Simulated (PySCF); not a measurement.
Delta-SCF ions had no search for a lower state. Excitations are Tamm–Dancoff values on a coarser integration grid. The basis has no diffuse functions, so Rydberg states are missing or too high.

## H3BS, SMILES `BS` (H–B–S–H torsion 0°) (charge 0, multiplicity 1)

All values below come from PySCF with CAM-B3LYP-D3(BJ)/def2-TZVP.

```json
{
 "HOMO": "-9.77 eV",
 "dipole_moment": "0.92 D",
 "LUMO": "-0.19 eV",
 "HOMO–LUMO gap": "9.58 eV",
 "S1 excitation (TDA)": "6.28 eV",
 "S1 oscillator strength": "0.000",
 "brightest of the four lowest singlets (TDA)": "6.67 eV",
 "T1 excitation (TDA)": "4.82 eV",
 "S1–T1 gap (TDA)": "1.46 eV",
 "vertical ionisation energy (Delta-SCF)": "10.98 eV",
 "total_energy": "-11561.20 eV",
 "cost": "roughly 28 core-seconds"
}
```

```xyz
5

B     -0.5756    -0.0724    -0.0046
S      1.0912    -0.6279     0.1393
H     -0.8320     1.0669    -0.2065
H     -1.4137    -0.9039     0.1125
H      1.7301     0.5371    -0.0407
```
